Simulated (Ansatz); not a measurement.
`[OH][Ga]([F])[Br]` → F• + `[OH][Ga][Br]`•  (homolysis of the F–Ga bond)

Gas-phase electronic energies from Ansatz, PBE0-D4/def2-TZVP geometries. CCSD(T)/CBS adds triple-zeta CCSD(T) − MP2 to the extrapolated MP2 energy (def2 sets, frozen cores). This one scheme is used for every species, atoms too. DFT in def2-TZVPP. B3LYP here is the variant with VWN-RPA as its local correlation; programs differ in this. No spin–orbit coupling; open shells (•) take unrestricted orbitals. Spin–orbit coupling would lower the free atoms: a little for F. For Br, Ga outer-core shells are correlated without core-valence functions, so the limit isn't a true one: a few kJ/mol of doubt a bond, and 10 to 20 or more in all where bonds break to atoms. Scalar relativity is left out up to krypton. Each species was taken in one conformer, which may not be the lowest.

```
             level  ΔE (kJ/mol)  difference from CCSD(T)/CBS
            PBE-D4        521.7                        -18.3
           PBE0-D4        506.7                        -33.3
          BHLYP-D4        485.2                        -54.8
           ωB97M-V        520.0                        -20.0
            revPBE        493.4                        -46.6
              BLYP        500.6                        -39.4
            r2SCAN        513.7                        -26.3
              PBE0        504.3                        -35.7
             B3LYP        499.9                        -40.1
           r2SCANh        506.7                        -33.3
           LC-ωPBE        530.0                        -10.0
     CCSD/def2-SVP        505.2                        -34.8
  CCSD(T)/def2-SVP        508.8                        -31.2
CCSD(T)/def2-TZVPP        524.2                        -15.8
     HF/def2-QZVPP        373.5                       -166.5
    MP2/def2-QZVPP        567.2                         27.2
       CCSD(T)/CBS        540.0                            0
```

(1) What do rigid-rotor, harmonic-oscillator terms from PBE0-D4/def2-TZVP frequencies (298.15 K, 1 bar) make of the CCSD(T)/CBS value? (An estimate is asked.)

Largest T1 diagnostic among the species: 0.014.

Results:

(1) The calculation gave: ΔZPE = -7.7 kJ/mol, ΔH = +535.4 kJ/mol, ΔS = 139 J/(mol·K), ΔG = +493.8 kJ/mol. Open shells count their whole term as degenerate.

Leaving LDA and LC-ωPBE aside and taking each functional with its dispersion term where it has one, the values, not all of them listed here, spread over 44.0 kJ/mol, from BHLYP-D4 to ωB97X-V. LDA lies +83.9 kJ/mol from PBE without D4, its usual overbinding. In def2-TZVPP, CCSD(T) changes the Hartree–Fock value by +153.3 kJ/mol (the triples alone add +9.3 kJ/mol) and MP2 by +186.3 kJ/mol; breaking electron pairs costs correlation energy, which Hartree–Fock lacks.

CCSD(T)/CBS has its own doubt, a few kJ/mol and more with outer-core shells, so smaller differences from it don't rank the levels.
